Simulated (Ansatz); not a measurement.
Basis-set extrapolation for C₂H₅FN₂Si, SMILES `N#CC(N)(F)[SiH3]` (PBE0-D4/def2-TZVP geometry, frozen core, the Gaussian-basis code of Ansatz). Multiplicity 1, RHF reference.

|  | def2-TZVPP | def2-QZVPP |
| --- | --- | --- |
| HF | -576.016369 | -576.037424 |
| MP2 correlation | -1.085599 | -1.167080 |
| CCSD(T) correlation | -1.163367 | not run |

Energies in hartree. Use E(X) = E(∞) + A·exp(−7.88·√X) for Hartree–Fock and E(X) = E(∞) + B·X^(−2.97) for correlation, with X = 3 and 4, and add CCSD(T) minus MP2 of the smaller set to the MP2 limit.

Question: What is the CCSD(T) energy at the basis-set limit?

Answer: HF limit: -576.037424 + (-0.021055) × 0.13774 = -576.04032. MP2 limit: -1.167080 + (-0.081481) × 0.74074 = -1.22744. Higher-order term: -1.163367 − (-1.085599) = -0.07777. Total: -577.34553 hartree, 4.51 eV below CCSD(T)/def2-TZVPP.
